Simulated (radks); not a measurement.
Task: Species: Sm+. Configuration: [Xe] 4f6 6s1. Method: non-relativistic Kohn-Sham, LDA (Slater exchange, Perdew-Wang correlation), spin-unpolarised, spherical densities, point nucleus; relativity is left out, which matters for an element this heavy; computed with a radial shooting solver on a logarithmic mesh with Libxc functionals. Some entries of the table are withheld. Estimate them.

| orbital | occ. | eigenvalue (eV) | <r^2> (bohr^2) |
|---|---|---|---|
| 1s | 2 | -44011.84 | 0.0008018 |
| 2s | 2 | -6958.492 | 0.01280 |
| 2p | 6 | (1) | 0.009526 |
| 3s | 2 | -1522.514 | 0.08366 |
| 3p | 6 | -1368.855 | 0.07852 |
| 3d | 10 | -1081.625 | 0.06316 |
| 4s | 2 | -301.0968 | 0.4245 |
| 4p | 6 | -241.9952 | 0.4502 |
| 4d | 10 | -137.0238 | 0.5224 |
| 5s | 2 | -44.3353 | 2.528 |
| 5p | 6 | -28.7249 | 3.275 |
| 4f | 6 | -11.9222 | (2) |
| 6s | 1 | -8.1770 | 18.59 |

Result: 
(1) 2p eigenvalue (eV): -6611.030
(2) 4f <r^2> (bohr^2): 1.188
